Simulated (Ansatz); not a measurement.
`CC[CH2][AlH][CH3]`, charge 0, multiplicity 1.

Question: Give a relaxed structure at PBE0-D4/def2-TZVP (Ansatz 0.2.0). (Estimate.)

Answer: Ansatz gave: 
Z-matrix (Å, degrees):
```
C
C 1 1.520
H 1 1.096 2 111.2
H 1 1.094 2 110.9 3 119.6
H 1 1.093 2 112.0 3 -120.0
C 2 1.528 1 112.4 3 -61.1
H 2 1.097 1 108.9 3 176.1
H 2 1.096 1 109.1 3 61.1
Al 6 1.964 2 116.0 1 63.5
H 6 1.100 2 110.3 1 -175.2
H 6 1.098 2 110.1 1 -60.6
C 9 1.956 6 122.2 2 18.2
H 9 1.596 6 119.0 2 -163.7
H 12 1.093 9 113.5 6 5.0
H 12 1.096 9 110.4 6 -115.7
H 12 1.095 9 111.1 6 127.0
```
This is one stationary point; other conformers may exist.
